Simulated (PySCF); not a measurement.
SMILES c1([SiH2]C=O)ccco1 (GFN2-xTB optimised geometry):

```
14

O      2.757    -2.757     0.809
C      2.076    -2.181     0.000
Si     0.154    -2.181     0.000
C     -0.341    -0.376     0.000
C      0.345     0.792     0.220
C     -0.588     1.844     0.099
C     -1.779     1.247    -0.185
O     -1.643    -0.082    -0.246
H      2.579    -1.616    -0.817
H     -0.276    -2.819    -1.249
H     -0.336    -2.892     1.179
H      1.390     0.878     0.442
H     -0.401     2.892     0.207
H     -2.757     1.652    -0.359
```

Level of theory: PySCF 2.14.0 with CAM-B3LYP/def2-TZVP.

Q: What are the frontier orbital energies and the dipole moment?

A: HOMO-2 -9.81 eV, HOMO-1 -8.50 eV, HOMO -8.21 eV, LUMO -0.38 eV, LUMO+1 0.59 eV; dipole moment 2.92 D.

Meta-Löwdin charges at CAM-B3LYP/def2-TZVP: O1 -0.36, C2 0.07, Si3 0.63, C4 -0.09, C5 -0.17, C6 -0.19, C7 0.05, O8 -0.23, H9 0.07, H10 -0.09, H11 -0.09, H12 0.13, H13 0.14, H14 0.14.
